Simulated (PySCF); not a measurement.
A run for PySCF: R-M06-2X/def2-TZVPP on ClH2NSi (SMILES N[Si]Cl), a point of a torsion scan.

```python
from pyscf import gto, dft

mol = gto.M(
    atom='''
    N    -0.78675912   -0.09546855    0.20644360
    Si    0.71552063   -0.93162245    0.37754765
    Cl    1.07604570   -0.50129964    2.38138755
    H    -0.85908346    0.89848685    0.37739461
    H    -1.37530934   -0.33697319   -0.57748250
    ''',
    basis='def2-tzvpp',
    charge=0, spin=0, verbose=4, max_memory=1800)
mf = dft.RKS(mol, xc='m062x').density_fit(auxbasis='def2-universal-jkfit')
mf.grids.level = 4
mf.conv_tol = 1e-9
mf.max_cycle = 150
mf.kernel()
mf.dip_moment()
```

Program output:

```
PySCF version 2.14.0

[INPUT] verbose = 4
[INPUT] num. atoms = 5
[INPUT] num. electrons = 40
[INPUT] charge = 0
[INPUT] spin (= nelec alpha-beta = 2S) = 0
[INPUT] symmetry False subgroup None
[INPUT] Mole.unit = angstrom
[INPUT] Symbol           X                Y                Z      unit          X                Y                Z       unit  Magmom
[INPUT]  1 N     -0.786759120000  -0.095468550000   0.206443600000 AA   -1.486759262804  -0.180409413009   0.390121864169 Bohr   0.0
[INPUT]  2 Si     0.715520630000  -0.931622450000   0.377547650000 AA    1.352138027176  -1.760511281996   0.713461657473 Bohr   0.0
[INPUT]  3 Cl     1.076045700000  -0.501299640000   2.381387550000 AA    2.033431670516  -0.947319025943   4.500170265949 Bohr   0.0
[INPUT]  4 H     -0.859083460000   0.898486850000   0.377394610000 AA   -1.623432457544   1.697894073023   0.713172453787 Bohr   0.0
[INPUT]  5 H     -1.375309340000  -0.336973190000  -0.577482500000 AA   -2.598957989156  -0.636787040421  -1.091283766729 Bohr   0.0

nuclear repulsion = 131.376428884282
number of shells = 51
number of NR pGTOs = 204
number of NR cGTOs = 143
basis = def2-tzvpp
ecp = {}


******** <class 'pyscf.df.df_jk.DFRKS'> ********
method = DFRKS
initial guess = minao
damping factor = 0
level_shift factor = 0
DIIS = <class 'pyscf.scf.diis.CDIIS'>
diis_start_cycle = 1
diis_space = 8
diis_damp = 0
SCF conv_tol = 1e-09
SCF conv_tol_grad = None
SCF max_cycles = 150
direct_scf = False
XC library pyscf.dft.libxc version 7.1.2
    S. Lehtola, C. Steigemann, M. J. T. Oliveira, and M. A. L. Marques,  SoftwareX 7, 1–5 (2018)
XC functionals = m062x
    Y. Zhao and D. G. Truhlar,  Theor. Chem. Acc. 120, 215 (2008)
    Y. Zhao and D. G. Truhlar,  Theor. Chem. Acc. 120, 215 (2008)
radial grids:
    Treutler-Ahlrichs [JCP 102, 346 (1995); DOI:10.1063/1.469408] (M4) radial grids

becke partition: Becke, JCP 88, 2547 (1988); DOI:10.1063/1.454033
pruning grids: <function nwchem_prune>
grids dens level: 4
symmetrized grids: False
atomic radii adjust function: <function treutler_atomic_radii_adjust>
small_rho_cutoff = 0
Set gradient conv threshold to 3.16228e-05
Initial guess from minao.
tot grids = 116904
******** <class 'pyscf.df.df.DF'> ********
auxbasis = def2-universal-jkfit
init E= -805.802444197829
  HOMO = -0.250186159112197  LUMO = -0.0795010890778869  gap/eV = 4.64458
cycle= 1 E= -805.643815827201  delta_E= 0.159  |g|= 0.399  |ddm|= 1.77
  HOMO = -0.283075683612231  LUMO = -0.0522027215440559  gap/eV = 6.28237
cycle= 2 E= -805.643694023102  delta_E= 0.000122  |g|= 0.438  |ddm|= 0.636
  HOMO = -0.292922969571542  LUMO = -0.0428807533985776  gap/eV = 6.80400
cycle= 3 E= -805.684804439372  delta_E= -0.0411  |g|= 0.0422  |ddm|= 0.288
  HOMO = -0.292703771143103  LUMO = -0.0410710702271899  gap/eV = 6.84727
cycle= 4 E= -805.685147171187  delta_E= -0.000343  |g|= 0.0238  |ddm|= 0.0516
  HOMO = -0.293528560773638  LUMO = -0.041533303530457  gap/eV = 6.85714
cycle= 5 E= -805.685275292545  delta_E= -0.000128  |g|= 0.00345  |ddm|= 0.0205
  HOMO = -0.293122012017911  LUMO = -0.0409965862968917  gap/eV = 6.86068
cycle= 6 E= -805.685280214493  delta_E= -4.92e-06  |g|= 0.00117  |ddm|= 0.00702
  HOMO = -0.293273504533985  LUMO = -0.0411559058303723  gap/eV = 6.86047
cycle= 7 E= -805.685280669769  delta_E= -4.55e-07  |g|= 0.000317  |ddm|= 0.00151
  HOMO = -0.293238967816485  LUMO = -0.0411287662250999  gap/eV = 6.86027
cycle= 8 E= -805.685280715163  delta_E= -4.54e-08  |g|= 7.95e-05  |ddm|= 0.000592
  HOMO = -0.293236784691068  LUMO = -0.0411265796204034  gap/eV = 6.86027
cycle= 9 E= -805.685280718968  delta_E= -3.8e-09  |g|= 2.12e-05  |ddm|= 0.000161
  HOMO = -0.293237429876434  LUMO = -0.0411272665743212  gap/eV = 6.86027
cycle= 10 E= -805.685280719288  delta_E= -3.2e-10  |g|= 5.75e-06  |ddm|= 5.17e-05
  HOMO = -0.293237120686726  LUMO = -0.0411271547628687  gap/eV = 6.86026
Extra cycle  E= -805.685280719308  delta_E= -1.93e-11  |g|= 3.26e-06  |ddm|= 1.14e-05
converged SCF energy = -805.685280719308
Dipole moment(X, Y, Z, Debye): -1.28796,  1.02351, -2.12931
```

The calculation finished and met its thresholds.

Cost: very roughly 13 core-seconds.
